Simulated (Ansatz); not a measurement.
System: SF$_{3}$, net charge 0, doublet state. It need not be the lowest isomer of its formula. SMILES: F[S](F)F
Geometry from a B3LYP-D3(BJ)/def2-TZVP (Ansatz, an electronic-structure program) optimisation:
```xyz
4

F      1.5987    -0.5623    -0.0115
S      0.1621     0.2878     0.1532
F     -1.2777     1.1083    -0.1069
F     -0.6091    -1.0576    -0.1540
```
Charge 0, spin multiplicity 2.

Property: vertical ionisation energy (to the singlet state of charge +1; each state is the SCF solution reached for its spin; for the singlet the Hartree-Fock reference is unstable and T1 is 0.029), in eV. Correlated levels leave the core frozen unless marked. Open shells are spin-unrestricted. No spin-orbit coupling. Non-relativistic. Basis-set limits of correlation are two-point, X^-3; Hartree-Fock from the larger set. The bracket is a focal-point correction in the basis named.

```json
[
 {"level": "HF/aug-cc-pV(D+d)Z", "program": "Ansatz", "vertical ionisation energy (eV)": "12.27"}
]
```

**Question.** Predict the RI-MP2/CBS(aug-cc-pV(T+d)Z,aug-cc-pV(Q+d)Z)+[CCSD(T)-MP2]/aug-cc-pV(D+d)Z result (Ansatz).

**Answer.** 11.38 eV, so HF/aug-cc-pV(D+d)Z differs from it by 0.89 eV.
